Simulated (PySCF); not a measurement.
Species: CH8OSi2.
SMILES: `[SiH2](O[SiH3])C`

The calculation used PySCF 2.14.0, PBE0-D3(BJ)/def2-SVP geometry optimisation, gas phase.

Masses are those of the commonest isotopes; rigid-rotor values at the optimised geometry. 

(1) Give the principal moments of inertia and the rotational constants in cm⁻¹.

(2) What kind of rotor is it?

(3) Is it planar, by Δ = Ic − Ia − Ib?

(4) Predict some low-J microwave lines.

## Answers

(1) Ia = 46.44, Ib = 255.22, Ic = 286.55 u·Å²; 505379 MHz·u·Å²/I gives 10882, 1980 and 1764 MHz, that is A = 0.36300, B = 0.06605, C = 0.05883 cm⁻¹.

(2) A near-prolate asymmetric top; Ray's κ = -0.953.

(3) Not planar: Δ = Ic − Ia − Ib = -15.11 u·Å². For a rigid frame Δ = −2 Σ m c², so Σ m c² = 7.56 u·Å² lies off the ab plane, practically all of it from hydrogen. The atom farthest from that plane is 1.22 Å away.

(4) The dipole components are |μa| = 0.53 D, |μb| = 0.76 D, |μc| = 0.00 D; the mirror of this Cs structure is the ab plane, so μc vanishes by symmetry and there are no c-type lines. The squared components, which scale the intensities, stand as 0.49 : 1.00 (a : b). Some lines, for components of 0.1 D or more:

| type | branch | J(Ka,Kc) | MHz | lower level (cm⁻¹) |
| --- | --- | --- | --- | --- |
| a | Q | 2(1,1) ← 2(1,2) | 649 | 0.664 |
| a | R | 2(0,2) ← 1(0,1) | 7484 | 0.125 |
| b | Q | 1(1,0) ← 1(0,1) | 9119 | 0.125 |
| a | R | 3(1,2) ← 2(1,1) | 11554 | 0.686 |
| a | R | 4(2,3) ← 3(2,2) | 14972 | 1.952 |
| a | R | 5(4,1) ← 4(4,0) | 18728 | 6.058 |
| a | R | 5(3,3) ← 4(3,2) | 18732 | 3.954 |
| b | Q | 5(2,3) ← 5(1,4) | 25560 | 2.227 |
| b | Q | 2(2,1) ← 2(1,2) | 27356 | 0.664 |
| b | Q | 3(2,2) ← 3(1,3) | 27683 | 1.028 |
| b | Q | 4(2,3) ← 4(1,4) | 28121 | 1.513 |
| b | R | 2(2,1) ← 1(1,0) | 34411 | 0.429 |
| b | R | 4(2,2) ← 3(1,3) | 42714 | 1.028 |
| b | Q | 4(3,2) ← 4(2,3) | 45066 | 2.451 |
| b | R | 4(3,2) ← 3(2,1) | 60019 | 1.952 |
| b | Q | 5(4,1) ← 5(3,2) | 63061 | 4.579 |
| b | Q | 5(4,2) ← 5(3,3) | 63062 | 4.579 |
| b | R | 4(4,0) ← 3(3,1) | 78050 | 3.454 |
| b | R | 5(4,2) ← 4(3,1) | 81794 | 3.954 |

No frequency check. These are rigid-rotor constants of the computed structure; measured ground-state constants (B0) also hold zero-point vibration. A rigid rotor knows nothing of internal rotation, which can split or shift real lines.
